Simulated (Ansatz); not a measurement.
B2O2 (`O=BB=O`), relaxed with RKS PBE-D4/def2-SVP in the Gaussian-basis code of Ansatz from a rough embedded geometry. The force threshold is 0.03 eV/Å; the program also tests the step.

Charge 0, multiplicity 1.

Start:

```xyz
4

O     0.641    1.544    1.093
B     0.254    0.630    0.440
B    -0.262   -0.625   -0.442
O    -0.634   -1.548   -1.091
```

```tsv
step	energy (eV)	largest force (eV/Å)	largest move (Å)
1	-5438.3969	2.140	0.000
2	-5438.4630	0.255	0.032
3	-5438.4647	0.011	0.007
```

End:

```xyz
4

O     0.652    1.575    1.114
B     0.261    0.639    0.449
B    -0.265   -0.637   -0.450
O    -0.648   -1.578   -1.113
```

It took 1.1 s on 4 threads of an Arm Neoverse V1 on a shared host, with 0.1 GiB of host memory at the peak.
